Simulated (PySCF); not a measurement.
# SrSb⁻: one state, many levels of theory

State: ³Π (triplet), unpaired electrons σ ↑, π ↑. Set-up: Sr def2-SVPD with ECP28, Sb def2-SVPD with ECP28; scalar-relativistic core potentials (PySCF 2.14). De refers to Sr + Sb⁻ in their high-spin ground configurations, without counterpoise correction. The functionals are run spin-unrestricted. A positive dipole points towards Sb; it is taken about the centre of mass and depends on that origin.

| Level | Re (Å) | ωe (cm⁻¹) | De (eV) | μ (D) | CPU s a point (SCF and correlation, without the integrals) |
| --- | --- | --- | --- | --- | --- |
| PBE | 3.098 | 148 | n/a | -0.02 | 1.3 |
| revPBE | 3.119 | 144 | n/a | 0.18 | 0.92 |
| r²SCAN | 3.094 | 152 | n/a | -0.33 | 1.9 |
| B3LYP | 3.127 | 142 | n/a | -0.40 | 1.6 |
| PBE0 | 3.095 | 149 | n/a | -0.18 | 2.1 |
| M06-2X | 3.173 | 119 | n/a | -0.36 | 2.2 |
| LC-ωPBE | 3.057 | 159 | n/a | -1.25 | 1.9 |

Task: What does a quarter of exact exchange do here, going from PBE to PBE0?

Result: PBE0 less PBE: -0.3 pm in Re, +0.7 % in ωe. Exact exchange removes part of the self-interaction that spreads semilocal densities, and in most molecules shortens and stiffens the bond and lowers De; so it does here.

Task: What does the step from GGA to meta-GGA do here, going from PBE to r²SCAN?

Result: r²SCAN less PBE: -0.4 pm in Re, +2.7 % in ωe. 

These are scalar-relativistic numbers at best; spin–orbit coupling would shift them, the dissociation energy most. The highest Kohn–Sham level is positive in this anion. Much of that is self-interaction error, but it also means that the finite basis helps to hold the extra electron. The state is the lowest determinant that a PBE0 search found; another state may lie lower at other levels.

The whole job (state search and all levels along the bond) took about 5.1 min on 1 thread of Arm Neoverse N1 (shared host), peak memory 0.88 GiB.
